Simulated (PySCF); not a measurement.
Molecule: `O=CC#CB(O)O`, C3H3BO3.

Cartesian coordinates in Å; atom numbers follow the order of the lines, from 1:
```xyz
10

O    -3.4324   -1.2885   -0.5656
C    -2.6767   -0.6275   -1.2318
C    -1.3178   -0.3124   -0.8526
C    -0.1652   -0.0311   -0.5698
B     1.2952    0.3009   -0.1931
O     2.2481   -0.5756   -0.5989
O     1.5075    1.4412    0.5118
H    -2.9826   -0.2013   -2.2190
H     3.1499   -0.3536   -0.3492
H     2.4242    1.6266    0.7359
```

Spin–spin couplings on one PBE0-D3(BJ)/def2-SVP geometry, PySCF 2.14.0 with density-fitted response routines, gas phase, non-relativistic, equivalent pairs averaged (spin–dipole term only in couplings to heteroatoms); isotopes 13C, 1H, 11B, 17O; functional B3LYP.

Problem. How do the couplings (Hz) change with the basis set? Times are CPU seconds on shared hosts with different chips, so compare them loosely. Far from the basis limit: pcJ-0, 6-31G*, def2-TZVP, cc-pVTZ.

Solution. 
| basis set | functions | 1J(C2,H8) | 1J(C3,C4) | 1J(C4,B5) | 1J(C2,C3) | 1J(O1,C2) | 1J(O6,H9) | 1J(B5,O6) | core-s |
| --- | --- | --- | --- | --- | --- | --- | --- | --- | --- |
| pcJ-0 | 100 | 174.8 | 128.7 | 116.7 | 66.8 | 58.1 | -50.9 | 2.4 | 7.6 |
| 6-31G* | 104 | 194.0 | 146.8 | 152.3 | 88.1 | 12.1 | -78.9 | -17.8 | 9.2 |
| def2-TZVP | 235 | 186.2 | 154.5 | 138.7 | 91.8 | 36.6 | -74.0 | -11.5 | 28 |
| cc-pVTZ | 252 | 176.6 | 248.4 | 115.0 | 80.5 | 24.6 | -62.8 | -11.4 | 32 |

The Fermi-contact term samples the wavefunction at the nucleus, which is why sets with added tight s functions (names with J) are made for couplings.
